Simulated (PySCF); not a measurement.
## Ionisation energy of Zn²³⁺ by level of theory

Zn²³⁺ [He] 2s2 2p3 [2p1/2^2 2p3/2^1, M_J = 3/2] → Zn²⁴⁺ [He] 2s2 2p2 [2p1/2^2, M_J = 0], as a difference of total energies. All numbers are calculated (PySCF 2.14, the two-component X2C-1e Hamiltonian, in an uncontracted even-tempered set (17 s from 6.6 bohr⁻², ratio 2.4; 11 p from 8.6 bohr⁻², ratio 2.4; 5 d from 33 bohr⁻², ratio 2.6; 4 f from 49 bohr⁻², ratio 2.6)). Correlated levels: nothing frozen; the 28 highest virtual spinors dropped. "Screened" scales the spin-orbit matrix elements by Boettger's factors to mimic the two-electron term; Breit and QED terms are absent.

| method | ionisation energy (eV) |
| --- | --- |
| GHF (spin-free) | 2233.5 |
| GMP2 (spin-free) | 2233.5 |
| GHF (screened spin-orbit) | 2218.4 |
| GMP2 (screened spin-orbit) | 2216.6 |

The labels give the starting determinants; with spin-orbit coupling the two ends relaxed to ⟨J²⟩ = 3.76, ⟨L²⟩ = 0.54, ⟨S²⟩ = 3.09 and ⟨J²⟩ = 0.00, ⟨L²⟩ = 1.33, ⟨S²⟩ = 1.33.

For comparison: 2214 ± 8 eV (semi-empirical (NIST evaluation); NIST Atomic Spectra Database, ionization energies).
